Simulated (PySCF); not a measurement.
## Argon: a sound run and one with changed settings

Sound run: Ar⁺ [Ne] 3s2 3p5, Ar²⁺ [Ne] 3s2 3p4. All numbers are calculated (PySCF 2.14, the non-relativistic Hamiltonian (point nucleus), in def2-SVP (4s3p1d, 18 functions)). In the sound run the correlated levels freeze [Ne]. The sound run starts from symmetry-adapted Hartree-Fock orbitals and uses a fine grid where one is needed.

Changed run: a valence shell is frozen. This setting is unsound on purpose.

| species | method | sound run (hartree) | changed run (hartree) | converged |
| --- | --- | --- | --- | --- |
| Ar⁺ | MP2 | -526.20047 | -526.16486 | yes |
| Ar⁺ | CCSD(T) | -526.21787 | -526.17584 | yes |
| Ar²⁺ | MP2 | -525.19659 | -525.15151 | yes |
| Ar²⁺ | CCSD(T) | -525.21638 | -525.16095 | yes |

Ionisation energy of Ar⁺:

```tsv
method	sound run (eV)	changed run (eV)
UHF	26.666	26.666
MP2	27.317	27.575
SCS-MP2	27.290	27.623
CCSD	27.253	27.615
CCSD(T)	27.252	27.617
```

Freezing a valence shell removes pair correlation that changes on ionisation.

For comparison, NIST gives 27.630 eV between the lowest levels.
